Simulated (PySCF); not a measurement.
Compound: 6-methylpyridine-2-carbonitrile, C7H6N2.
SMILES with atom numbers: `[CH3:1][c:2]1[cH:3][cH:4][cH:5][c:6]([C:7]#[N:8])[n:9]1` (hydrogens: H10, H11, H12 on C1; H13 on C3; H14 on C4; H15 on C5)

The calculation used PySCF, TDDFT CAM-B3LYP/def2-SVPD, vertical, gas phase, core orbitals frozen in the response. Isolated species at its PBE0-D3(BJ)/def2-SVP geometry, gas phase.

```tsv
state	E (eV)	E (hartree)	f	|μ| (D)	symmetry	main configurations (H = HOMO, L = LUMO)
S1	4.83	0.1776	0.0013	0.26	–	H-1→L (96%)
S2	5.23	0.1923	0.122	2.48	A′	H→L (63%), H→L+1 (17%), H-2→L (11%)
S3	5.47	0.2011	0.0020	0.31	–	H-1→L+1 (96%)
S4	5.82	0.2140	0.115	2.28	A′	H→L+1 (45%), H→L (28%), H-2→L (24%)
S5	6.55	0.2409	0.0000	0.01	–	H-3→L (86%), H-3→L+7 (8%)
S6	6.85	0.2516	0.561	4.65	A′	H-2→L (52%), H→L+1 (33%)
S7	7.21	0.2648	0.326	3.45	A′	H-2→L+1 (65%), H-4→L (13%), H-2→L (9%)
S8	7.27	0.2670	0.0001	0.06	–	H→L+2 (55%), H→L+5 (26%), H-4→L+5 (9%)
S9	7.44	0.2734	0.0000	0.03	–	H→L+2 (37%), H→L+5 (30%), H→L+4 (10%)
S10	7.59	0.2790	0.133	2.15	A′	H-4→L (58%), H-2→L+1 (18%), H-3→L+5 (11%)
```

Triplets, Tamm–Dancoff:

| state | E (eV) | λ (nm) | main configurations (H = HOMO, L = LUMO) |
| --- | --- | --- | --- |
| T1 | 3.73 | 332.7 | H→L (81%) |
| T2 | 4.26 | 291.1 | H-1→L (76%), H-1→L+1 (19%) |
| T3 | 4.50 | 275.5 | H→L+1 (68%), H→L (13%), H-2→L+1 (12%) |
| T4 | 4.81 | 257.8 | H-2→L (70%), H→L+1 (15%), H-2→L+1 (8%) |

The lowest singlet comes at 257 nm (466 kJ/mol) in the ultraviolet; it is very weak; its leading configuration is HOMO-1→LUMO (96%). The strongest level in the table is S6 at 6.85 eV (181 nm, f = 0.561). Löwdin shares by element: HOMO carbon 64% or more (atoms not listed hold the other 36%); LUMO carbon 46% or more, nitrogen 14% or more (atoms not listed hold the other 40%). The listed states span 2.76 eV, and the widest gap between neighbours is 0.73 eV (S4 to S5). Orbital energies (eV): HOMO-3 -11.25, HOMO-2 -10.20, HOMO-1 -9.63, HOMO -9.09, LUMO -0.88, LUMO+1 -0.15, LUMO+2 1.03. Weighted by f, the mean energy of these states is 6.77 eV. All these states lie below the vertical ionisation energy of 9.77 eV (ΔSCF). Symmetry labels in Cs follow from the direction of the transition dipole and are given only for states with f of 0.002 or more. Singlets were solved by full linear response, triplets in the Tamm–Dancoff approximation.

On Arm Neoverse V1, one thread, shared host, this took 4.4 min.
